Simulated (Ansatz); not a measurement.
A geometry optimisation of C2H5F3SeSi with r2SCAN-D4/def2-SVP

The starting geometry of this gas-phase singlet was optimised with GFN2-xTB; its bonds are those of `F[SiH2][Se]CC(F)F`.

```yaml
atoms:
  - { symbol: C, position_ang: [0.2566, -0.3261, 1.8888] }
  - { symbol: C, position_ang: [0.8556, 0.7955, 1.0718] }
  - { symbol: F, position_ang: [-2.8501, -0.7528, 0.9770] }
  - { symbol: F, position_ang: [1.0755, 1.8845, 1.8476] }
  - { symbol: F, position_ang: [-0.0005, 1.1959, 0.0982] }
  - { symbol: Se, position_ang: [0.0342, -1.9433, 0.7868] }
  - { symbol: Si, position_ang: [-1.9670, -1.4173, -0.1877] }
  - { symbol: H, position_ang: [-2.6138, -2.6690, -0.5232] }
  - { symbol: H, position_ang: [-1.8518, -0.3928, -1.2057] }
  - { symbol: H, position_ang: [0.9320, -0.5755, 2.7073] }
  - { symbol: H, position_ang: [-0.7138, -0.0279, 2.2868] }
  - { symbol: H, position_ang: [1.8061, 0.5243, 0.5884] }
```

Predict what becomes of its bonds when it is optimised with r2SCAN-D4/def2-SVP.

It keeps its bonds, and is `F[SiH2][Se]CC(F)F`.

The energy falls by 0.12 eV over 10 steps:

```csv
step,E − E(last) (eV)
1,0.117
2,0.077
3,0.012
4,0.008
5,0.004
6,0.002
7,0.001
8,0.000
9,0.000
10,0.000
```

Final geometry (Å):

```xyz
12

C     0.2966   -0.3606    1.9135
C     0.7742    0.7833    1.0574
F    -2.8142   -0.5395    0.9145
F     1.0149    1.8601    1.8525
F    -0.2092    1.1401    0.1786
Se   -0.0067   -2.0237    0.9011
Si   -1.9073   -1.3573   -0.1621
H    -2.5951   -2.6181   -0.5506
H    -1.7031   -0.4773   -1.3374
H     1.0584   -0.6039    2.6677
H    -0.6329   -0.0658    2.4229
H     1.6874    0.5582    0.4778
```

The end wasn't checked by frequencies. Run with Ansatz 0.2.0, 41 s on 2 threads of Intel(R) Xeon(R) Processor @ 2.70GHz, on a shared host.
